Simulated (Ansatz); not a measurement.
Geometry optimisation, Ansatz, RHF/def2-SVP.

The input (input.yaml):

```yaml
crystal:
  periodic: [false, false, false]
  atoms:
    - { symbol: Zr, position_ang: [0.078915, -0.071397, 0.044369] }
    - { symbol: "N", position_ang: [0.247046, -0.027936, 2.200364] }
    - { symbol: H, position_ang: [-0.404745, -0.155443, 2.951069] }
    - { symbol: H, position_ang: [1.168218, 0.022227, 2.609462] }
    - { symbol: "N", position_ang: [1.990467, 0.038186, -0.701115] }
    - { symbol: H, position_ang: [2.669433, -0.704423, -0.658426] }
    - { symbol: H, position_ang: [2.401177, 0.813258, -1.19318] }
    - { symbol: "N", position_ang: [-0.936454, 1.580643, -0.654744] }
    - { symbol: H, position_ang: [-1.55249, 1.62867, -1.449461] }
    - { symbol: H, position_ang: [-0.919338, 2.488635, -0.218202] }
    - { symbol: "N", position_ang: [-0.762176, -1.796208, -0.711858] }
    - { symbol: H, position_ang: [-1.422087, -2.412363, -0.264691] }
    - { symbol: H, position_ang: [-0.506952, -2.202956, -1.597938] }
    - { symbol: P, position_ang: [-3.359396, 0.370519, 1.540985] }
    - { symbol: H, position_ang: [-3.303149, -0.434384, 0.384279] }
    - { symbol: H, position_ang: [-3.787652, -0.67115, 2.398528] }
    - { symbol: H, position_ang: [-1.988017, 0.255421, 1.87766] }
basis:
  gaussian: { orbitals: def2-SVP }
hamiltonian:
  xc: hf
relax:
  f_tol: 0.03
  max_steps: 50
```

Run as:

```bash
$ ansatz run input.yaml --threads 4 --pin off --max-ram 5120MiB --backend cpu --events-out ev --progress --plain --runs-dir out
```

Where does it end, and by what steps?

It converged. The force dipped under the threshold on the way, but the program's further checks kept it going. After 34 steps the energy has fallen by 0.353 eV; H16 moved furthest, 2.19 Å.

```json
{"step": "0", "energy less start (eV)": "0.0000", "largest force component (eV/Å)": "1.319", "accepted": "yes"}
{"step": "2", "energy less start (eV)": "-0.2531", "largest force component (eV/Å)": "0.173", "accepted": "yes"}
{"step": "4", "energy less start (eV)": "-0.2910", "largest force component (eV/Å)": "0.320", "accepted": "yes"}
{"step": "6", "energy less start (eV)": "-0.3213", "largest force component (eV/Å)": "0.068", "accepted": "yes"}
{"step": "8", "energy less start (eV)": "-0.3329", "largest force component (eV/Å)": "0.034", "accepted": "yes"}
{"step": "10", "energy less start (eV)": "-0.3357", "largest force component (eV/Å)": "0.016", "accepted": "yes"}
{"step": "12", "energy less start (eV)": "-0.3378", "largest force component (eV/Å)": "0.077", "accepted": "yes"}
{"step": "14", "energy less start (eV)": "-0.3401", "largest force component (eV/Å)": "0.071", "accepted": "yes"}
{"step": "16", "energy less start (eV)": "-0.3414", "largest force component (eV/Å)": "0.037", "accepted": "yes"}
{"step": "18", "energy less start (eV)": "-0.3434", "largest force component (eV/Å)": "0.073", "accepted": "yes"}
{"step": "20", "energy less start (eV)": "-0.3472", "largest force component (eV/Å)": "0.133", "accepted": "yes"}
{"step": "22", "energy less start (eV)": "-0.3493", "largest force component (eV/Å)": "0.064", "accepted": "yes"}
{"step": "24", "energy less start (eV)": "-0.3506", "largest force component (eV/Å)": "0.091", "accepted": "yes"}
{"step": "26", "energy less start (eV)": "-0.3517", "largest force component (eV/Å)": "0.061", "accepted": "yes"}
{"step": "28", "energy less start (eV)": "-0.3520", "largest force component (eV/Å)": "0.048", "accepted": "no"}
{"step": "30", "energy less start (eV)": "-0.3525", "largest force component (eV/Å)": "0.037", "accepted": "yes"}
{"step": "32", "energy less start (eV)": "-0.3528", "largest force component (eV/Å)": "0.044", "accepted": "yes"}
{"step": "34", "energy less start (eV)": "-0.3529", "largest force component (eV/Å)": "0.020", "accepted": "yes"}
```

```xyz
17
Properties=species:S:1:pos:R:3
Zr 0.557 -0.148 0.092
N 1.241 -0.181 2.040
H 0.657 -0.102 2.855
H 2.196 -0.237 2.350
N 2.130 0.175 -1.206
H 2.758 -0.538 -1.536
H 2.376 1.037 -1.662
N -0.826 1.378 -0.072
H -1.675 1.389 -0.611
H -0.754 2.265 0.399
N -0.303 -1.966 -0.387
H -0.529 -2.719 0.240
H -0.531 -2.264 -1.321
P -4.412 0.486 0.904
H -3.797 -0.785 0.881
H -5.632 0.037 1.461
H -3.844 0.892 2.131
```

Whether the end is a true minimum wasn't checked by a vibrational analysis.

The run took 63 s on 4 threads of Arm Neoverse V2, with other jobs on the host, peak memory 0.48 GiB.
